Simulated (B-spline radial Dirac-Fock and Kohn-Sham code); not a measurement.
**Subshell cross sections of Ta, photon energy 4490 eV**

System: neutral tantalum, [Xe] 4f14 5d3 6s2.

The computed values come from a B-spline atomic structure program: a relativistic central-field model (Hartree-Slater potential of the initial state, Latter tail, multipole expansion of the photon field, Dirac-Fock thresholds). The asymmetry parameter β is from the dipole term alone. Kinetic energies are from the vacuum level. Open shells are spread statistically over j, without multiplet splitting.

```csv
subshell,electrons,binding (eV),kinetic (eV),σ (kb),β
3s,2,2721.4,1768.6,14.6,1.94
3p1/2,2,2478.6,2011.4,20.7,1.56
3p3/2,4,2204.7,2285.3,41.6,1.62
3d3/2,4,1800.1,2689.9,38.5,1.26
3d5/2,6,1741.6,2748.4,52.9,1.23
4s,2,578.6,3911.4,4.13,1.95
4p1/2,2,478.0,4012.0,4.99,1.68
4p3/2,4,415.1,4074.9,9.40,1.74
4d3/2,4,249.8,4240.2,6.52,1.35
4d5/2,6,238.3,4251.7,8.88,1.27
4f5/2,6,31.34,4458.7,0.965,0.89
4f7/2,8,29.46,4460.5,1.20,0.87
5s,2,83.01,4407.0,0.750,1.95
5p1/2,2,51.26,4438.7,0.742,1.69
5p3/2,4,42.55,4447.5,1.32,1.75
5d3/2,1.2,6.79,4483.2,0.117,1.36
5d5/2,1.8,6.31,4483.7,0.150,1.27
6s,2,6.56,4483.4,0.0675,1.95
```

Branching ratios of the spin-orbit partners (statistical value in brackets): 3p 2.01 (2.00), 3d 1.37 (1.50), 4p 1.88 (2.00), 4d 1.36 (1.50), 4f 1.24 (1.33), 5p 1.78 (2.00), 5d 1.29 (1.50).

Run: 6.7 s of CPU time on 1 thread of Intel(R) Xeon(R) Platinum 8375C CPU @ 2.90GHz (shared host), peak memory 0.49 GiB.
